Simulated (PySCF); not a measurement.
# Spin-rotation constants: `C=C1[C@@H](Br)[C@@H]1CC`, C$_{6}$H$_{9}$Br

Geometry:
| atom | x (Å) | y (Å) | z (Å) |
| --- | --- | --- | --- |
| C1 | -2.383 | -1.091 | 0.805 |
| C2 | -1.370 | -0.661 | 0.097 |
| C3 | -0.492 | -0.867 | -1.053 |
| Br4 | -1.194 | -0.648 | -2.849 |
| C5 | -0.336 | 0.349 | -0.163 |
| C6 | 0.893 | 0.472 | 0.712 |
| C7 | 2.060 | 1.078 | -0.061 |
| H8 | -2.910 | -1.995 | 0.544 |
| H9 | -2.729 | -0.557 | 1.674 |
| H10 | 0.257 | -1.647 | -1.041 |
| H11 | -0.675 | 1.296 | -0.575 |
| H12 | 1.167 | -0.516 | 1.089 |
| H13 | 0.653 | 1.102 | 1.572 |
| H14 | 2.309 | 0.462 | -0.922 |
| H15 | 1.803 | 2.074 | -0.417 |
| H16 | 2.939 | 1.156 | 0.574 |

The calculation used PySCF 2.14.0, GIAO HF/pcSseg-1 magnetisability, rotational g tensor and spin-rotation constants, non-relativistic, gas phase. Geometry: GFN2-xTB.

The calculation is non-relativistic, which matters for the atoms heavier than Zn.

Q: Give the nuclear spin-rotation constants along the inertial axes (H = +C I·J) beside the isotropic shieldings.

A: Rotational constants 2.3126, 1.0592, 0.7577 GHz. A star marks the isotopologue with that one atom substituted, in its own axes.
```
atom  isotope  Caa (kHz)  Cbb (kHz)  Ccc (kHz)  mean (kHz)  σ (ppm)
 Br4     79Br      0.986      1.769      1.066       1.274   2358.7
  H8       1H     -0.036     -0.055     -0.042      -0.044     26.1
  H9       1H     -0.053     -0.057     -0.037      -0.049     26.2
 H10       1H     -0.260     -0.102      0.014      -0.116     29.4
 H11       1H     -0.257     -0.107      0.004      -0.120     30.7
 H12       1H     -0.260     -0.114      0.003      -0.123     31.6
 H13       1H     -0.091     -0.096     -0.047      -0.078     30.3
 H14       1H     -0.110     -0.086     -0.054      -0.083     30.8
 H15       1H     -0.260     -0.099      0.004      -0.118     30.8
 H16       1H     -0.013     -0.105     -0.073      -0.064     30.9
  C1     13C*      0.712      0.291      0.179       0.394     80.1
  C2     13C*      0.701      0.438      0.184       0.441     51.0
  C3     13C*      0.261      0.189      0.106       0.185    166.2
  C5     13C*      0.292      0.195      0.093       0.193    166.3
  C6     13C*      0.320      0.161      0.107       0.196    166.3
  C7     13C*      0.295      0.125      0.102       0.174    177.6
```
For the geometry as given, no vibrational averaging.

Q: How do the rotational constants and the g tensor change when H8, H9, H10, H11, H12, H13, H14, H15, H16 are replaced by deuterium?

A: Constants 1.9217, 0.9452, 0.6717 GHz; g 0.0016, -0.0043, -0.0011, against 0.0023, -0.0047, -0.0011 before.
